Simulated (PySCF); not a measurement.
Polarisability and C₆ of Br⁻ (bromine, charge -1)

[Kr], closed-shell 1S. Calculation: PySCF 2.14, in aug-cc-pVTZ-PP with ECP10MDF (6s5p4d2f, 55 functions); scalar relativity through the core potential. Coupled (time-dependent) response in atomic units; α is the mean over directions.

```csv
method,mean α (bohr³),C₆ (like pair),S(−4)
UHF,37.79,405.3,376.6
PBE0,42.57,470.6,534.7
M06-2X,41.61,451.5,502.7
```

S(−4) is the Cauchy moment in α(ω) = α(0) + S(−4) ω² + …

α(iu) at PBE0:

```tsv
u (hartree)	α(iu) (bohr³)
0	42.57
0.0500	41.30
0.100	38.13
0.200	30.36
0.300	23.69
0.500	14.77
0.750	8.917
1.00	5.881
1.50	3.081
2.00	1.893
3.00	0.9317
5.00	0.3734
```

For an ion, C₆ is the dispersion term alone; charge-induced terms of lower order in 1/R come first.

Energies and moments cover only the electrons outside the core potential.
